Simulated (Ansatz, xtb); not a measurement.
C3H7FOSi: which of two isomers lies lower

Structure X: `F[C@@H]1OC[C@H]1[SiH3]`, a singlet. Structure Y: `F[C@@H]1OC[C@@H]1[SiH3]`, a singlet. Both are isolated molecules in the gas phase, relaxed with B3LYP-D3(BJ)/def2-SVP.

Quicker runs give these differences E(Y) − E(X): GFN2-xTB −0.029 eV; HF/STO-3G −0.023 eV (at GFN2-xTB geometries); r2SCAN-D4/def2-SVP −0.064 eV (at GFN2-xTB geometries).

Estimate E(Y) − E(X) at the level CCSD(T)/def2-SVP + ΔMP2/def2-TZVPP.

Too close to call at this level: CCSD(T)/def2-SVP + ΔMP2/def2-TZVPP gives E(Y) − E(X) = −0.025 eV.

Level by level:

```json
{"level": "GFN2-xTB", "geometry": "GFN2-xTB", "E(Y) − E(X) (eV)": "−0.029", "departure from the last row (eV)": "−0.004", "job, with rough time for the two": "optimisation, 0.37 s"}
{"level": "HF/STO-3G", "geometry": "GFN2-xTB", "E(Y) − E(X) (eV)": "−0.023", "departure from the last row (eV)": "+0.002", "job, with rough time for the two": "single point, 0.56 s"}
{"level": "r2SCAN-D4/def2-SVP", "geometry": "GFN2-xTB", "E(Y) − E(X) (eV)": "−0.064", "departure from the last row (eV)": "−0.039", "job, with rough time for the two": "single point, 4.8 s"}
{"level": "B3LYP-D3(BJ)/def2-SVP", "geometry": "B3LYP-D3(BJ)/def2-SVP", "E(Y) − E(X) (eV)": "−0.064", "departure from the last row (eV)": "−0.040", "job, with rough time for the two": "optimisation, 77 s"}
{"level": "HF/def2-SVP", "geometry": "B3LYP-D3(BJ)/def2-SVP", "E(Y) − E(X) (eV)": "−0.052", "departure from the last row (eV)": "−0.028", "job, with rough time for the two": "part of the CCSD(T) run"}
{"level": "MP2/def2-SVP", "geometry": "B3LYP-D3(BJ)/def2-SVP", "E(Y) − E(X) (eV)": "−0.066", "departure from the last row (eV)": "−0.041", "job, with rough time for the two": "part of the CCSD(T) run"}
{"level": "CCSD(T)/def2-SVP", "geometry": "B3LYP-D3(BJ)/def2-SVP", "E(Y) − E(X) (eV)": "−0.067", "departure from the last row (eV)": "−0.042", "job, with rough time for the two": "single point"}
{"level": "CCSD(T)/def2-SVP + ΔMP2/def2-TZVPP", "geometry": "B3LYP-D3(BJ)/def2-SVP", "E(Y) − E(X) (eV)": "−0.025", "departure from the last row (eV)": "", "job, with rough time for the two": "single point, 66 s"}
```

As drawn, both hold the same kinds of bond in the same numbers.

The largest departure from CCSD(T)/def2-SVP + ΔMP2/def2-TZVPP is that of CCSD(T)/def2-SVP, 0.042 eV. The last row adds to CCSD(T) the change of the MP2 difference between the two basis sets, here +0.042 eV.

With thermal terms from frequencies at re-optimised GFN2-xTB minima (ideal gas, soft modes damped towards free rotors, one conformer each, 298.15 K, 1 atm): on the last row, ΔE + ΔZPE = −0.022, ΔH = −0.024, ΔG = −0.018 eV.

The correlated steps freeze 10 core orbitals. Run with Ansatz 0.2.0, xtb 6.7.1; the last row on 2 threads of Intel(R) Xeon(R) Platinum 8488C (Sapphire Rapids) on a shared host.
